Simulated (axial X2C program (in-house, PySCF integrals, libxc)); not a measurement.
# Potential curves of GaTa, without spin–orbit coupling

Computed with an in-house all-electron X2C program for linear molecules (integrals from PySCF). Spin-free means the one-electron spin-free X2C Hamiltonian. Basis: Ta dyall-cv3z [13s14p9d7f4g], Ga dyall-cv3z [9s9p7d4f1g] (cores contracted in-house); Gaussian nuclei, density fitting, unrestricted open shells. Masses: Ta 180.948 u, Ga 68.926 u.

State: M_S = 2, Λ = 2 (beyond evenly filled blocks: σα, π+α, π-α, δ+α). Energies in cm⁻¹ from the fragments at the same level (Ta + Ga). Fits are polynomials in 1 − R0/R over 0.85 to 1.23 times the lowest point R0.

| R (Å) | CCSD | HF | CCSD(T) |
| --- | --- | --- | --- |
| 2.2716 |  | 120 |  |
| 2.3760 | -9389 | -3342 | -10423 |
| 2.4543 | -10925 | -4875 | -11980 |
| 2.5327 | -11803 | -5733 | -12881 |
| 2.6110 | -12179 | -6079 | -13281 |
| 2.7024 | -12147 | -6011 | -13276 |
| 2.7938 | -11756 | -5587 | -12910 |
| 2.9113 | -10930 | -4725 | -12106 |
| 3.0549 |  | -3596 |  |

Correlated methods: 8 electrons correlated (number of frozen shells: Ta 5 s, 4 p, 2 d, 1 f; Ga 3 s, 2 p, 1 d), 378 virtual spin orbitals or spinors in MP2, 90 natural virtuals in coupled cluster.

The state is a single determinant with fixed occupations, the lowest that a limited PBE0 search found. De is counted from the lowest determinant-based energies of the atoms at the same level, without counterpoise correction. CCSD and (T) use frozen natural virtuals with an MP2 correction for the truncation; (T) itself is uncorrected, so its De runs slightly low. PBE0 can misorder states that lie within some tenths of an eV, so this need not be the ground state of the molecule. The nearest other spin-free determinant of the search, M_S = 3, Λ = 0, lies 0.25 eV up at the distance of the search. The outer-core s and p shells of the metal are frozen in the correlated rows, which leaves out core–valence correlation; for alkali and alkaline-earth bonds that tends to lengthen them. The determinant is spin-polarised beyond a pure state at some levels (its spin-free form has ⟨S²⟩ too high), which makes Re and μ there less reliable. The T1 diagnostic is large, a sign of multireference character. The stretched end of a curve changes character and is left out. With the outer-core shells frozen, correlated bond lengths of heavy atoms tend to come out a few hundredths of an ångström too long. Spin-free De lacks the spin–orbit lowering of the heavy p-block atom, a tenth of an eV or more for 4p and 5p, up to an eV for 6p and one to two eV for 7p atoms, less what an open-shell molecule gains itself. Coupled cluster ran on the points near the minimum only. MP2 and coupled cluster on one determinant become unreliable at the stretched end.

Q: What are Re, ωe and De at the CCSD level?

A: At CCSD, spin-free: Re = 2.649 Å, ωe ≈ 190 cm⁻¹, De = 1.51 eV to Ta + Ga; Be follows as 0.0481 cm⁻¹.

Q: Fit the HF curve near its minimum: give the equilibrium distance, the harmonic wavenumber and the well depth.

A: At HF, spin-free: Re = 2.642 Å, ωe ≈ 192 cm⁻¹, De = 0.76 eV to Ta + Ga; Be follows as 0.0484 cm⁻¹.

Q: What are Re, ωe and De at the CCSD(T) level?

A: At CCSD(T), spin-free: Re = 2.654 Å, ωe ≈ 188 cm⁻¹, De = 1.65 eV to Ta + Ga; Be follows as 0.0479 cm⁻¹.
